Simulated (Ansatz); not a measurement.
(AlP)n off (charge +1): gap (eV) at several levels, gas phase, relaxed structures; Ansatz. Clusters are the lowest isomers that short searches found in that spin, judged at the geometry's level. HOMO and LUMO are taken over both spins. Singlets are spin-restricted. The structures are stationary points that may keep the symmetry of their start. Remarks come from the PBE and PBE0 runs and from stability tests at other levels; not every state was tested.

```csv
species,state,geometry,PBE-D4/def2-SVP,PBE-D4/def2-TZVP,r2SCAN-D4/def2-TZVP,PBE0-D4/def2-SVP,PBE0-D4/def2-TZVP,remarks
Al2P2⁺,doublet,B3LYP-D4/def2-TZVP,0.87,0.88,1.39,2.33,2.36,–
Al3P2⁺,singlet,PBE-D4/def2-SVP,0.92,0.91,0.99,2.30,2.30,–
Al4P3⁺,singlet,PBE-D4/def2-SVP,1.93,1.89,2.00,3.23,3.21,restricted SCF unstable in HF
```

Over the 3 species that have every level, the mean is 1.24 at PBE-D4/def2-SVP, 1.23 at PBE-D4/def2-TZVP, 1.46 at r2SCAN-D4/def2-TZVP, 2.62 at PBE0-D4/def2-SVP, 2.62 at PBE0-D4/def2-TZVP. Orbital gaps grow with the share of exact exchange and aren't one observable across functionals.
